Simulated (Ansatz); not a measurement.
Species: ZrF3 (charge +1, singlet). SMILES: [F][Zr+]([F])[F]
Coordinates optimised at B3LYP-D3(BJ)/def2-TZVP (Ansatz, a first-principles code):
```
Zr
F 1 1.8481
F 1 1.8481 2 110.04
F 1 1.8481 2 110.04 3 -121.42
```
Charge +1, spin multiplicity 1.

Parts of the frozen-core correlation energy in def2-TZVPPD (Ansatz, hartree). Frozen orbitals: 7; correlated occupied orbitals by spin: 12 and 12; virtual: 157 and 157. No spin-orbit coupling. Past Kr the def2 sets carry scalar-relativistic core potentials.

```json
[
 {"term": "reference (HF)", "value": "-344.94082"},
 {"term": "MP2 opposite-spin", "value": "-0.63555"},
 {"term": "MP2 same-spin", "value": "-0.23598"},
 {"term": "CCSD correlation", "value": "-0.85326"},
 {"term": "(T)", "value": "-0.03225"},
 {"term": "T1 diagnostic", "value": "0.021"},
 {"term": "largest doubles amplitude", "value": "0.017"}
]
```
